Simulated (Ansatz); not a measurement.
Reactions of `CC[Si]OC`.

Calculated with Ansatz (gas phase, PBE0-D4/def2-TZVP geometries, no zero-point term in ΔE). CCSD(T)/CBS adds triple-zeta CCSD(T) − MP2 to the extrapolated MP2 energy (def2 sets, frozen cores). This one scheme is used for every species. Functionals use def2-TZVPP. For Se outer-core shells are correlated without core-valence functions, which leaves a few kJ/mol of doubt a bond. Scalar relativity is left out up to krypton. One conformer a species, not always the lowest.

| reaction | CCSD(T)/CBS(def2) (eV) |
| --- | --- |
| `CC[Si]OC` + H–F → `CO[Si]F` + `CC` | -2.16 |
| `CC[Si]OC` → `CC1(O)C[SiH2]1` | 1.08 |
| `CC[Si]OC` + `[F][AlH][SeH]` → `C[Se][AlH][F]` + `CC[Si]O` | ? |
| `CC[Si]OC` → `C=C([SiH3])OC` | 0.96 |

(1) Fill in the missing values. (Best estimate.)

Largest T1 diagnostic: 0.014, for `CO[Si]F`.

Answers

(1) Computed: `CC[Si]OC` + `[F][AlH][SeH]` → `C[Se][AlH][F]` + `CC[Si]O`: -0.49 eV.
